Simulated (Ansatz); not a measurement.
`BO[SiH](C)F` + CH₄ → `BO[SiH](C)C` + H–F  (formal exchange of groups at the Si–F bond)

Calculated with Ansatz (gas phase, PBE0-D4/def2-TZVP geometries, no zero-point term in ΔE). CCSD(T)/CBS adds triple-zeta CCSD(T) − MP2 to the extrapolated MP2 energy (def2 sets, frozen cores). This one scheme is used for every species. DFT in def2-TZVPP. B3LYP here is the variant with VWN-RPA as its local correlation; programs differ in this. Each species was taken in one conformer, which may not be the lowest.

```csv
level,ΔE (kcal/mol),difference from CCSD(T)/CBS
PBE-D4,35.0,-2.0
r2SCAN-D4,38.5,1.5
PBE0-D4,35.5,-1.5
ωB97X-V,37.9,0.9
B2PLYP,39.6,2.6
PBE0,36.6,-0.4
B3LYP,40.3,3.3
MP2/def2-TZVPP,37.1,0.1
SCS-MP2/def2-TZVPP,38.5,1.5
CCSD/def2-TZVPP,38.1,1.1
CCSD(T)/def2-TZVPP,37.3,0.3
HF/def2-QZVPP,44.1,7.1
MP2/def2-QZVPP,37.1,0.1
SCS-MP2/def2-QZVPP,38.5,1.5
HF/CBS(def2),44.1,7.1
MP2/CBS(def2),36.8,-0.2
CCSD(T)/CBS,37.0,0
```

Largest T1 diagnostic among the species: 0.012.

The D4 term adds −2.0 kcal/mol with B3LYP and −1.1 kcal/mol with PBE0; it sums over pairs of atoms, weighted by their polarisabilities, and B3LYP, whose exchange is more repulsive, gets the larger term. In def2-TZVPP, CCSD(T) changes the Hartree–Fock value by −6.4 kcal/mol (the triples alone add −0.8 kcal/mol) and MP2 by −6.6 kcal/mol.
